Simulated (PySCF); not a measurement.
A structure optimised at PBE-D3(BJ)/def2-SVP, used in a PySCF frequency run:

```
C
C 1 1.3779
H 2 1.0970 1 127.85
H 1 1.1000 2 122.31 3 0.00
C 1 1.4343 4 122.91 2 180.00
C 5 1.3779 1 114.77 4 180.00
H 6 1.0970 5 127.85 1 180.00
H 5 1.1000 6 122.31 7 0.00
Se 6 1.8715 7 120.69 5 180.00
```

Problem. Write its SMILES, formula and point group.

Solution. c1cc[se]c1, C4H4Se, C2v

Problem. What are its rotational constants (standard atomic weights)?

Solution. 7.5034, 3.3453, 2.3138 GHz
